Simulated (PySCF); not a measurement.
Mo(O)2(Cl)(SH) (ClHMoO2S), SMILES [O]=[Mo](=[O])([SH])[Cl], multiplicity 1. Atoms are numbered in the order given.

```xyz
6

Mo     0.2734    -0.1050     0.0987
O      1.4253    -0.7638    -0.9082
O      0.7566    -0.2971     1.6795
Cl    -0.0197     2.0878    -0.3922
S     -1.6943    -1.3167    -0.1368
H     -1.4957    -1.5253    -1.4611
```

The structure is a stationary point at PBE0-D3(BJ)/def2-SVP. The spin state was assumed, not searched. The structure was generated by enumeration; whether it is a known compound was not checked. The def2 effective core potentials stand for the cores of Mo; spin–orbit coupling is left out. One conformer was computed; it need not be the lowest.

All values below come from PBE0/def2-TZVP (PySCF).

The molecule is in vacuum.

Estimate the frontier levels, gap, dipole moment and polarisability. (An estimate is asked for; the answer gives what the named calculation found.)


The highest occupied level is -8.67 eV, the lowest empty level comes out as -3.51 eV and the orbital gap is 5.16 eV. The dipole moment is 0.447 e·Å and the quadrupole, principal values (traceless, Buckingham form, about the centre of nuclear charge) comes out as -4.17, -2.00, 6.17 D·Å. The mean static polarisability is 75.1 bohr³ (11.13 Å³). The polarisability, principal values comes out as 63.0, 70.3, 92.1 bohr³.
